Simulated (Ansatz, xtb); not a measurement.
## CHPSe: 3 structures ranked

3 gas-phase structures of CHPSe, found in a search over its isomers (lower ones may exist). Each was relaxed with GFN2-xTB:

A. `P#C[SeH]`, a singlet
B. `C1=P[Se]1`, a singlet
C. `P=C=[Se]`, a singlet

Question: Make a reasoned guess at their ranking by r2SCAN-D4/def2-SVP//GFN2-xTB single-point energy.

Answer: Calculated order at r2SCAN-D4/def2-SVP//GFN2-xTB: C (0.0), A (2.3), B (3.6) kcal/mol. CCSD(T)/def2-TZVPP after further relaxation puts A lowest instead.

Energies above the lowest of each column, in kcal/mol; the last columns are at r2SCAN-D4/def2-SVP geometries:

| structure | GFN2-xTB | HF/STO-3G | r2SCAN-D4/def2-SVP//GFN2-xTB | r2SCAN-D4/def2-SVP | CCSD(T)/def2-TZVPP |
| --- | --- | --- | --- | --- | --- |
| C | 10.0 | 2.5 | 0.0 | 0.0 | 3.2 |
| A | 14.9 | 2.3 | 2.3 | 2.6 | 0.0 |
| B | 0.0 | 0.0 | 3.6 | 3.2 | 1.1 |

CCSD(T)/def2-TZVPP puts A lowest; GFN2-xTB picks B, HF/STO-3G picks B, r2SCAN-D4/def2-SVP//GFN2-xTB picks C, r2SCAN-D4/def2-SVP picks C. CCSD(T)/def2-TZVPP orders those it was run on as A (0.0), B (1.1), C (3.2) kcal/mol.

Programs: Ansatz 0.2.0, xtb 6.7.1.
